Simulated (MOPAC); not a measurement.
A run for MOPAC: AM1 on CH4GeO2 (SMILES C[O][Ge][OH]), a point of a torsion scan.

```
AM1 1SCF PRECISE CHARGE=0 THREADS=1
CH4GeO2

C     -1.13530039 1     0.23564094 1     0.20309723 1
O     -0.07076701 1    -0.67162498 1     0.10617638 1
Ge     1.36402294 1    -1.67069814 1     0.01618398 1
O      2.14606818 1    -1.51891867 1     1.60142945 1
H     -1.98410645 1    -0.24557557 1     0.69545676 1
H     -0.84138404 1     1.11234503 1     0.78658600 1
H     -1.44099561 1     0.55835772 1    -0.79578329 1
H      1.93891981 1    -1.02568799 1     2.39205410 1
```

Output:

```
*******************************************************************************
 **                                                                           **
 **                              MOPAC v23.2.5                                **
 **                                                                           **
 *******************************************************************************
 ** MOPAC's Digital Object Identifier: https://doi.org/10.5281/zenodo.6511958 **
 **                                                                           **
 ** Please cite the open-source release paper for use of this MOPAC version:  **
 ** J. E. Moussa and J. J. P. Stewart (2026)                                  **
 ** MOPAC: An open-source semiempirical molecular orbital program             **
 ** J. Open Source Softw., 11(119), 8025, https://doi.org/10.21105/joss.08025 **
 *******************************************************************************

                              AM1 CALCULATION RESULTS

 *******************************************************************************
 *  AM1        - The AM1 Hamiltonian to be used
 *
 *
 *
 *                 CHARGE ON SYSTEM = 0
 *
 *
 *
 *  PRECISE    - TIGHTER CRITERIA TO BE USED
 *  1SCF       - DO 1 SCF AND THEN STOP
 *  THREADS=1  - MULTI-THREADING NOT USED
 *  T=         - A TIME OF 172800.0 SECONDS REQUESTED
 *  DUMP=N     - RESTART FILE WRITTEN EVERY 7200.0 SECONDS REQUESTED
 *******************************************************************************
AM1 1SCF PRECISE CHARGE=0 THREADS=1
 CH4GeO2

   ATOM   CHEMICAL          X               Y               Z
  NUMBER   SYMBOL      (ANGSTROMS)     (ANGSTROMS)     (ANGSTROMS)

     1       C         -1.13530039  *   0.23564094  *   0.20309723  *
     2       O         -0.07076701  *  -0.67162498  *   0.10617638  *
     3      Ge          1.36402294  *  -1.67069814  *   0.01618398  *
     4       O          2.14606818  *  -1.51891867  *   1.60142945  *
     5       H         -1.98410645  *  -0.24557557  *   0.69545676  *
     6       H         -0.84138404  *   1.11234503  *   0.78658600  *
     7       H         -1.44099561  *   0.55835772  *  -0.79578329  *
     8       H          1.93891981  *  -1.02568799  *   2.39205410  *



          CARTESIAN COORDINATES

    NO.       ATOM           X           Y           Z

     1         C         -1.1353      0.2356      0.2031
     2         O         -0.0708     -0.6716      0.1062
     3        Ge          1.3640     -1.6707      0.0162
     4         O          2.1461     -1.5189      1.6014
     5         H         -1.9841     -0.2456      0.6955
     6         H         -0.8414      1.1123      0.7866
     7         H         -1.4410      0.5584     -0.7958
     8         H          1.9389     -1.0257      2.3921

  H: (AM1): M.J.S. DEWAR ET AL, J. AM. CHEM. SOC. 107 3902-3909 (1985)
  C: (AM1): M.J.S. DEWAR ET AL, J. AM. CHEM. SOC. 107 3902-3909 (1985)
  O: (AM1): M.J.S. DEWAR ET AL, J. AM. CHEM. SOC. 107 3902-3909 (1985)
 Ge: (AM1): M.J.S.Dewar and C.Jie, Organometallics, 8, 1544, (1989)

           Empirical Formula: C H4 O2 Ge  =     8 atoms



      MOLECULAR POINT GROUP   :   C1


      RHF CALCULATION, NO. OF DOUBLY OCCUPIED LEVELS = 12


 -------------------------------------------------------------------------------
 AM1 1SCF PRECISE CHARGE=0 THREADS=1
 CH4GeO2



     1SCF WAS SPECIFIED, SO BFGS WAS NOT USED
     SCF FIELD WAS ACHIEVED


                              AM1 CALCULATION
                                                       MOPAC v23.2.5 Linux




          FINAL HEAT OF FORMATION =        -81.08327 KCAL/MOL =    -339.25240 KJ/MOL


          COSMO AREA              =        118.55 SQUARE ANGSTROMS
          COSMO VOLUME            =        104.90 CUBIC ANGSTROMS

          IONIZATION POTENTIAL    =          8.292850 EV
          HOMO LUMO ENERGIES (EV) =         -8.293  0.254
          NO. OF FILLED LEVELS    =         12
          MOLECULAR WEIGHT        =        120.6314         POINT GROUP:  C1

          MOLECULAR DIMENSIONS (Angstroms)

            Atom       Atom       Distance
            H     8    H     7     4.90870
           Ge     3    H     6     3.08713
            H     5   Ge     3     1.58881


          SCF CALCULATIONS        =          1





   ATOM   CHEMICAL          X               Y               Z
  NUMBER   SYMBOL      (ANGSTROMS)     (ANGSTROMS)     (ANGSTROMS)

     1       C         -1.13530039  *   0.23564094  *   0.20309723  *
     2       O         -0.07076701  *  -0.67162498  *   0.10617638  *
     3      Ge          1.36402294  *  -1.67069814  *   0.01618398  *
     4       O          2.14606818  *  -1.51891867  *   1.60142945  *
     5       H         -1.98410645  *  -0.24557557  *   0.69545676  *
     6       H         -0.84138404  *   1.11234503  *   0.78658600  *
     7       H         -1.44099561  *   0.55835772  *  -0.79578329  *
     8       H          1.93891981  *  -1.02568799  *   2.39205410  *

                             CARTESIAN COORDINATES

   1    C       -1.135300390     0.235640940     0.203097230
   2    O       -0.070767010    -0.671624980     0.106176380
   3   Ge        1.364022940    -1.670698140     0.016183980
   4    O        2.146068180    -1.518918670     1.601429450
   5    H       -1.984106450    -0.245575570     0.695456760
   6    H       -0.841384040     1.112345030     0.786586000
   7    H       -1.440995610     0.558357720    -0.795783290
   8    H        1.938919810    -1.025687990     2.392054100


           Empirical Formula: C H4 O2 Ge  =     8 atoms



      MOLECULAR POINT GROUP   :   C1


                  EIGENVALUES
 -36.44367 -34.47772 -27.03173 -17.26278 -16.63980 -15.20932 -15.20163 -12.39019
 -12.00268 -10.66716 -10.63679  -8.29285   0.25402   1.20983   2.40561   4.64040
   4.69024   4.80307   6.48354   6.91549


              NET ATOMIC CHARGES AND DIPOLE CONTRIBUTIONS

  ATOM NO.   TYPE          CHARGE      No. of ELECS.   s-Pop       p-Pop
    1          C           0.124104        3.8759     1.20594     2.66995
    2          O          -0.804588        6.8046     1.80748     4.99711
    3         Ge           1.051865        2.9481     1.66537     1.28277
    4          O          -0.725431        6.7254     1.85379     4.87164
    5          H           0.043048        0.9570     0.95695
    6          H           0.031240        0.9688     0.96876
    7          H           0.042787        0.9572     0.95721
    8          H           0.236975        0.7630     0.76302
 DIPOLE           X         Y         Z       TOTAL
 POINT-CHG.     0.385    -1.349    -2.966     3.281
 HYBRID        -1.843     2.600     3.159     4.487
 SUM           -1.458     1.251     0.193     1.930


          ATOMIC ORBITAL ELECTRON POPULATIONS

     Atom    s        px        py        pz
    1  C   1.20594   0.82749   0.86657   0.97590
    2  O   1.80748   1.48070   1.59854   1.91788
    3 Ge   1.66537   0.31638   0.37953   0.58685
    4  O   1.85379   1.78151   1.72582   1.36431
    5  H   0.95695
    6  H   0.96876
    7  H   0.95721
    8  H   0.76302

 **********************
 *                    *
 * JOB ENDED NORMALLY *
 *                    *
 **********************




 == MOPAC DONE ==
```

The run finished.

Cost: around 0.020 core-seconds (rough).
